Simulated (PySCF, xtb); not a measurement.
C2H9FOSi2, SMILES OC[Si@H](F)C[SiH3]. The values are those of a single conformer.

Harmonic wavenumbers (cm⁻¹) from GFN2-xTB in xtb at its own minimum, in rising order: 36, 55, 93, 118, 144, 194, 231, 292, 377, 491, 515, 611, 643, 677, 704, 736, 763, 779, 790, 791, 797, 843, 1015, 1056, 1122, 1137, 1273, 1334, 1448, 1469, 2246, 2256, 2262, 2332, 2865, 2971, 2989, 2995, 3558.

**Question.** What does B3LYP-D3(BJ)/def2-SVP run with PySCF give at its own minimum? (The exact figures need the calculation; the answer reports its results.)

**Answer.** 41, 74, 99, 121, 152, 232, 267, 332, 410, 490, 558, 654, 667, 718, 774, 794, 832, 856, 898, 946, 956, 959, 1018, 1064, 1077, 1159, 1289, 1382, 1383, 1448, 2220, 2223, 2227, 2250, 2954, 3036, 3068, 3095, 3796. Paired by order, the mean absolute difference is 55 cm⁻¹ and the zero-point energies are 64.3 and 66.5 kcal/mol.
